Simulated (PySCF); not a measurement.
How methods differ on the ionisation energy of Sb⁺

Sb⁺ [Kr] 4d10 5s2 5p2 (3P) → Sb²⁺ [Kr] 4d10 5s2 5p1 (2P), as a difference of total energies. Calculation: PySCF 2.14, in aug-cc-pVQZ-DK3; scalar relativity by spin-free X2C-1e. Correlated levels: valence: [Kr] 4d10 frozen. The calculations carry no spin-orbit coupling.

| method | ionisation energy (eV) |
| --- | --- |
| UHF | 16.003 |
| MP2 (valence) | 16.354 |
| SCS-MP2 (valence) | 16.292 |
| CCSD (valence) | 16.379 |
| CCSD(T) (valence) | 16.405 |

How much does correlation contribute at CCSD(T) (valence)?

16.405 − (16.003) = 0.402 eV, measured against UHF.

A first-order spin-orbit estimate (lowest level to lowest level, LS coupling) adds -0.067 eV.

Errors of the correlated levels include the incompleteness of this basis and the frozen core.

For comparison: 16.626 ± 0.025 eV (measured; NIST Atomic Spectra Database, ionization energies).
